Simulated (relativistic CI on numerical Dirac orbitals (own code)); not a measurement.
Method of calculation: Dirac-Coulomb-Breit CI, orbitals from a KLI potential per configuration, model QED, unscaled Slater integrals (own radial code, finite nucleus).

Configuration list (outside the closed core 1s2): 2s²2p⁴, 2s2p⁵, 2p⁶, 2p⁵3s, 2p⁵3p, 2p⁵3d, 2s²2p³3s, 2s²2p³3p, 2s²2p³3d, 2s2p⁴3s, 2s2p⁴3p, 2s2p⁴3d, 2s²2p³4s, 2s²2p³4p, 2s²2p³4d, 2s²2p³4f, 2s2p⁴4s, 2s2p⁴4p, 2s2p⁴4d, 2s2p⁴4f, 2s²2p²3s², 2s²2p³5s, 2s²2p²3s3p, 2s²2p³5p, 2s²2p³5d, 2s²2p³5f, 2s²2p³5g, 2s²2p²3p², 2s²2p²3s3d, 2s²2p²3p3d, 2s2p³3s², 2s²2p²3d², 2s2p³3s3p, 2s2p⁴5s, 2s2p³3p², 2s2p³3s3d. Levels of other configurations are missing.

At this charge energies of transitions that change n are usually good to better than 1 %, and those within a shell (Δn = 0) to a few per cent.

Outline of the computed level scheme of Zr XXXIII. Lowest level of each configuration: 2s²2p⁴ ³P2 at 0.00 eV; 2s2p⁵ ³P°2 at 263.51 eV; 2p⁶ ¹S0 at 588.97 eV; 2s²2p³3s ⁵S°2 at 2292.07 eV; 2s²2p³3p ⁵P1 at 2343.63 eV; 2s²2p³3d ³D°2 at 2427.55 eV.

Some strong electric-dipole decays among the lowest 45 levels: 2s²2p³3d ³D°3 → 2s²2p⁴ ³P2 (1.2e+14 s⁻¹); 2s²2p³3d ³D°1 → 2s²2p⁴ ¹S0 (8.0e+13 s⁻¹); 2s²2p³3d ³D°2 → 2s²2p⁴ ³P2 (5.2e+13 s⁻¹); 2s²2p³3d ⁵D°1 → 2s²2p⁴ ³P2 (1.5e+13 s⁻¹); 2s²2p³3s ¹D°2 → 2s²2p⁴ ¹D2 (1.3e+13 s⁻¹); 2s²2p³3s ³S°1 → 2s²2p⁴ ³P2 (1.3e+13 s⁻¹); 2s²2p³3s ³S°1 → 2s²2p⁴ ³P1 (1.3e+13 s⁻¹); 2s²2p³3s ³D°3 → 2s²2p⁴ ³P2 (8.2e+12 s⁻¹).

LS names give the leading component of a level, which can be under half, so a name can repeat, a term be missing and a line seem to break the LS rules.
